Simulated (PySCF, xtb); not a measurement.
C5H5F, SMILES C(C=C=C)(=C)F.

GFN2-xTB (xtb) at its own geometry gives an orbital gap of 3.76 eV and a dipole moment of 2.01 D.

Geometry: PBE-D3(BJ)/def2-SVP. The structure was generated by enumeration, and PubChem lists no compound with its InChIKey, so it may never have been made. Other conformers were not sampled.

Task: What does PySCF with ωB97X/def2-TZVP give? (An estimate is asked for; the answer gives what the named calculation found.)

Result: gap 10.10 eV (levels -9.03 and 1.07 eV), dipole 1.38 D.
